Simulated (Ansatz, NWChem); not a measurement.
How basis sets differ on SnS (SMILES [S][Sn])

SnS, singlet, SMILES `[S][Sn]`. Each level relaxes the structure for itself.

Each level gives the equilibrium bond length (Å). The values are calculated.

**Question.** The value from experiment is 2.209 Å (Huber and Herzberg, Constants of Diatomic Molecules). From what is known of these methods, estimate their order from the nearest to it to the farthest.
A. HF/STO-3G (Ansatz)
B. HF/3-21G (Ansatz)
C. HF/def2-TZVPP (core potential) (NWChem)
D. HF/def2-SVP (core potential) (NWChem)

**Answer.** D (2.199 Å, -0.010), C (2.187 Å, -0.022), B (2.272 Å, +0.063), A (2.078 Å, -0.131).
